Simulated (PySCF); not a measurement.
Geometries of 2 isomers of C4H8OSi, from PBE0-D3(BJ)/def2-SVP geometry optimisation, gas phase in PySCF. One conformer each, no zero-point energy, no frequencies.

Problem. Which is lower in electronic energy at this level?
A.
```xyz
14
angstrom
C      2.431    0.373    0.394
O      1.331   -0.103   -0.312
C      0.211   -0.312    0.494
C     -0.998   -0.752   -0.298
C     -2.018    0.088   -0.027
Si    -0.918    1.186    1.003
H      2.765   -0.337    1.177
H      3.255    0.522   -0.319
H      2.214    1.343    0.889
H      0.443   -1.020    1.319
H     -0.999   -1.625   -0.967
H     -3.044    0.008   -0.392
H     -0.526    2.489    0.384
H     -1.262    1.432    2.441
```
B.
```xyz
14
angstrom
C      2.250    1.048   -0.157
C      1.707   -0.143    0.115
C      0.276   -0.431    0.019
C     -0.233   -1.646    0.299
O     -0.471    0.628   -0.372
Si    -2.133    0.665   -0.615
H      1.623    1.885   -0.472
H      3.327    1.213   -0.070
H      2.334   -0.982    0.431
H     -1.301   -1.869    0.231
H      0.431   -2.453    0.609
H     -2.855    0.349    0.653
H     -2.427    2.053   -1.054
H     -2.528   -0.318   -1.667
```

Solution. B. That is `C=CC(=C)O[SiH3]`, 30.0 kcal/mol below the other.

```json
{"SMILES": "C=CC(=C)O[SiH3]", "atoms numbered as above": "[CH2:1]=[CH:2][C:3](=[CH2:4])[O:5][SiH3:6]", "E (Eh)": "-521.28718", "relative (kcal/mol)": "0.0", "relative (kJ/mol)": "0.0", "dipole (D)": "0.48"}
{"SMILES": "CO[C@@H]1C=C[SiH2]1", "atoms numbered as above": "[CH3:1][O:2][C@@H:3]1[CH:4]=[CH:5][SiH2:6]1", "E (Eh)": "-521.23934", "relative (kcal/mol)": "30.0", "relative (kJ/mol)": "125.6", "dipole (D)": "0.89"}
```

As drawn, the lower has an Si–O bond, which the higher lacks; the higher has a four-membered ring and an Si–C bond, which the lower lacks.
